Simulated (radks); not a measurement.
Task: S5+, 11 electrons, occupied as [Ne] 3s1. All-electron calculation, Dirac Kohn-Sham, LDA (Slater exchange, Perdew-Wang correlation), spin-unpolarised, spherical densities, point nucleus. Program: a radial shooting solver on a logarithmic mesh with Libxc functionals. Some entries of the table are withheld. Estimate them.

orbital  occ.  eigenvalue (hartree)  <r^2> (bohr^2)
1s1/2       2             -91.16357         0.01269
2s1/2       2             -10.67111          0.2709
2p1/2       2              -8.72243          0.2379
2p3/2       4              -8.67521          0.2401
3s1/2       1                   (1)           2.266
3p1/2       0                   (2)           2.549
3p3/2       0                   (3)           2.562
3d3/2       0                   (4)           2.948
3d5/2       0                   (5)           2.951
4s1/2       0                   (6)           9.479
4f5/2       0              -0.87822             (7)
4f7/2       0              -0.87817             (8)

Result: 
(1) 3s1/2 eigenvalue (hartree): -2.97011
(2) 3p1/2 eigenvalue (hartree): -2.50295
(3) 3p3/2 eigenvalue (hartree): -2.49640
(4) 3d3/2 eigenvalue (hartree): -1.84974
(5) 3d5/2 eigenvalue (hartree): -1.84923
(6) 4s1/2 eigenvalue (hartree): -1.33301
(7) 4f5/2 <r^2> (bohr^2): 10.79
(8) 4f7/2 <r^2> (bohr^2): 10.79
